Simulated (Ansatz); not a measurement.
Consider the redistribution: `[CH3][AlH][N]=C=O` + `B/C(C)=C/Cl` → `O=C=[N][AlH][Cl]` + `B/C(C)=C/C`.

Gas-phase electronic energies from Ansatz, PBE0-D4/def2-TZVP geometries. CCSD(T)/CBS is the MP2 limit (def2-TZVPP, def2-QZVPP) plus CCSD(T) − MP2 in def2-TZVPP, frozen cores. Double bonds are as drawn, so ΔE can hold a change between cis and trans. DFT in def2-TZVPP. B3LYP here is the variant with VWN-RPA as its local correlation; programs differ in this. One conformer a species, not always the lowest.

`[CH3][AlH][N]=C=O`:

Cartesian coordinates in Å:
```
C -0.822 -0.354 1.426
Al 0.476 0.603 0.351
N 0.625 0.164 -1.364
C 0.739 -0.116 -2.520
O 0.849 -0.392 -3.649
H -0.765 -0.091 2.484
H -1.839 -0.138 1.082
H -0.686 -1.436 1.334
H 1.424 1.760 0.856
```

`B/C(C)=C/Cl`:

Cartesian coordinates in Å:
```
B -1.581 -0.335 0.157
C -0.083 -0.020 0.097
C 0.683 0.179 -1.176
C 0.507 0.066 1.300
Cl 2.170 0.406 1.531
H -2.112 -0.480 1.221
H -2.229 -0.438 -0.845
H 0.031 0.083 -2.043
H 1.152 1.167 -1.205
H 1.491 -0.552 -1.269
H -0.028 -0.075 2.231
```

`O=C=[N][AlH][Cl]`:

```xyz
6

O     0.348   -1.785    2.303
C     0.271   -1.044    1.409
N     0.206   -0.275    0.495
Al   -0.049    0.766   -0.896
Cl   -1.735    0.429   -2.072
H     0.959    1.910   -1.238
```

`B/C(C)=C/C`:

Z-matrix (Å, degrees):
```
C
C 1 1.505
H 1 1.095 2 111.6
H 1 1.095 2 111.6 3 119.0
H 1 1.090 2 111.4 3 -120.5
C 2 1.351 1 120.2 3 -59.4
B 2 1.529 1 122.9 3 120.6
C 6 1.488 2 125.0 1 -0.0
H 6 1.087 2 117.6 1 -180.0
H 7 1.200 2 121.6 1 0.0
H 7 1.199 2 119.3 1 -180.0
H 8 1.096 6 110.7 2 -58.7
H 8 1.089 6 112.4 2 179.9
H 8 1.096 6 110.8 2 58.6
```

**Question.** Is it downhill or uphill in electronic energy at CCSD(T)/CBS, and by how much? (Best estimate.)

**Answer.** Computed: Downhill: ΔE = -172.3 kJ/mol.

**Question.** What do these levels give: PBE0-D4, B3LYP-D4, ωB97X-V, B2PLYP, PBE0, B3LYP, HF/def2-TZVPP, SCS-MP2/def2-TZVPP, CCSD/def2-TZVPP, SCS-MP2/def2-QZVPP, HF/CBS(def2), CCSD/CBS(def2)? (Best estimate.)

**Answer.** Ansatz gave: PBE0-D4 -165.6, B3LYP-D4 -167.1, ωB97X-V -170.6, B2PLYP -169.5, PBE0 -165.1, B3LYP -166.4, HF/def2-TZVPP -192.5, SCS-MP2/def2-TZVPP -172.8, CCSD/def2-TZVPP -175.4, SCS-MP2/def2-QZVPP -173.8, HF/CBS(def2) -192.4, CCSD/CBS(def2) -176.4 kJ/mol.

Largest T1 diagnostic among the species: 0.015.

From PBE to PBE0 (25 % exact exchange), in def2-TZVPP and without D4, ΔE moves by −11.0 kJ/mol. In def2-TZVPP, CCSD(T) changes the Hartree–Fock value by +21.2 kJ/mol (the triples alone add +4.1 kJ/mol) and MP2 by +20.3 kJ/mol.
